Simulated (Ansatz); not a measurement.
`FB1N[SiH2]1` + HCl → `ClB1N[SiH2]1` + H–F  (ligand exchange at a B–F bond)

Gas-phase electronic energies from Ansatz, PBE0-D4/def2-TZVP geometries. CCSD(T)/CBS adds triple-zeta CCSD(T) − MP2 to the extrapolated MP2 energy (def2 sets, frozen cores). This one scheme is used for every species. Functionals use def2-TZVPP.

```tsv
level	ΔE (kcal/mol)
CAM-B3LYP-D4	10.9
BLYP	11.2
SCS-MP2/def2-QZVPP	7.7
MP2/CBS(def2)	5.8
```

Q: What does CCSD(T)/CBS give? (Best estimate.)

A: Ansatz gave: +7.7 kcal/mol. The listed levels differ from it by 3.2, 3.5, 0.0, -1.9 kcal/mol.

Q: What do rigid-rotor, harmonic-oscillator terms from PBE0-D4/def2-TZVP frequencies (298.15 K, 1 bar) make of the CCSD(T)/CBS value? (Best estimate.)

A: Computed: ΔZPE = +0.8 kcal/mol, ΔH = +8.7 kcal/mol, ΔS = -1 J/(mol·K), ΔG = +8.7 kcal/mol.

Largest T1 diagnostic among the species: 0.014.

The D4 term adds −1.2 kcal/mol with B3LYP and −0.7 kcal/mol with PBE0; it sums over pairs of atoms, weighted by their polarisabilities, and B3LYP, whose exchange is more repulsive, gets the larger term. In def2-TZVPP, CCSD(T) changes the Hartree–Fock value by −4.0 kcal/mol (the triples alone add −0.8 kcal/mol) and MP2 by −5.9 kcal/mol.

B3LYP here is the variant with VWN-RPA as its local correlation; programs differ in this.
